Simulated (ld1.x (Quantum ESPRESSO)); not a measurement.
## Ge, TM: configuration errors across variants

germanium (Ge), norm-conserving Troullier–Martins (Kleinman–Bylander form), made with ld1.x (Quantum ESPRESSO) 7.5 (PBE, scalar-relativistic). Core [Ar] 3d10, reference 4s2 4p2. Waves: 4s (bound): rc 1.70 bohr; 4p (bound): rc 2.25 bohr; 4d channel at 0.05 Ry: rc 2.20 bohr. Local part: all-electron potential smoothed inside 1.45 bohr (lloc = -2). Core correction: a·sin(br)/r model core, default radius (core density twice the valence density).

All-electron excitation energies from the reference (eV): (1) 4s2 4p1 7.444; (2) 4s2 4p0 22.883; (3) 4s1 4p0 57.674; (4) 4s2 4p2.3 -0.884; (5) 4s0 4p4 16.195; (6) 4s1 4p3 7.972; (7) 4s1 4p2 16.160.

A true bound ghost makes a file unfit for plane-wave use even where its test errors are small: the radial tests pick states by their node count and pass the ghost by.

Errors AE − PS in meV (a dash: test not solved or not reliable):

```tsv
change	(1)	(2)	(3)	(4)	(5)	(6)	(7)	bound ghosts
base	-4.5	-42	-243	0.0	-34	-9.1	-21	none
all radii but the core radius scaled by about 0.76 (s 1.30, p 1.72, d 1.68 bohr); local potential all-electron potential smoothed inside 1.10 bohr (lloc = -2)	-2.1	-20	-150	+0.1	-45	-9.6	-16	d
all radii but the core radius scaled by about 0.83 (s 1.42, p 1.86, d 1.82 bohr); local potential all-electron potential smoothed inside 1.20 bohr (lloc = -2)	-3.8	-35	-218	0.0	-43	-11	-21	d
all radii but the core radius scaled by about 0.90 (s 1.52, p 2.02, d 1.98 bohr); local potential all-electron potential smoothed inside 1.30 bohr (lloc = -2)	-4.2	-38	-230	0.0	-41	-11	-22	none
all radii but the core radius scaled by about 1.09 (s 1.86, p 2.46, d 2.40 bohr); local potential all-electron potential smoothed inside 1.58 bohr (lloc = -2)	-4.9	-47	-261	0.0	-27	-7.4	-19	none
all radii but the core radius scaled by about 1.16 (s 1.98, p 2.62, d 2.56 bohr); local potential all-electron potential smoothed inside 1.68 bohr (lloc = -2)	-5.1	-50	-274	0.0	-30	-8.1	-20	none
all radii but the core radius scaled by about 1.29 (s 2.20, p 2.92, d 2.84 bohr); local potential all-electron potential smoothed inside 1.88 bohr (lloc = -2)	-5.9	-57	-312	0.0	-42	-11	-23	none
all radii but the core radius scaled by about 1.37 (s 2.34, p 3.08, d 3.02 bohr); local potential all-electron potential smoothed inside 2.00 bohr (lloc = -2)	-6.2	-61	-343	0.0	-64	-16	-28	none
```

Problem. Give the same row for: all radii but the core radius scaled by about 1.25 (s 2.12, p 2.80, d 2.74 bohr); local potential all-electron potential smoothed inside 1.82 bohr (lloc = -2).

Solution. -5.6, -55, -301, 0.0, -37, -9.7, -22; bound ghosts: none.
